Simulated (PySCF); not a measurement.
## How methods differ on the excitation energy of Nb⁺

Nb⁺ [Kr] 4d4 (5D) → Nb⁺ [Kr] 4d3 5p1 (high-spin determinant), as a difference of total energies. All numbers are calculated (PySCF 2.14, scalar relativity by spin-free X2C-1e, in x2c-TZVPPall with one added diffuse shell each of s, p, d, f type (9s7p7d3f1g, 95 functions)). Correlated levels: valence: [Kr] frozen. The calculations carry no spin-orbit coupling.

```
           method  excitation energy (eV)
              UHF                   3.977
    MP2 (valence)                   4.258
SCS-MP2 (valence)                   4.070
   CCSD (valence)                   4.215
CCSD(T) (valence)                   4.202
```

How much does correlation contribute at CCSD(T) (valence)?

4.202 − (3.977) = 0.225 eV, measured against UHF.

A first-order spin-orbit estimate (lowest level to lowest level, LS coupling) adds -0.099 eV.

The determinant of the upper state mixes LS terms, which raises its energy above the lowest term, most at the Hartree-Fock and MP2 levels.
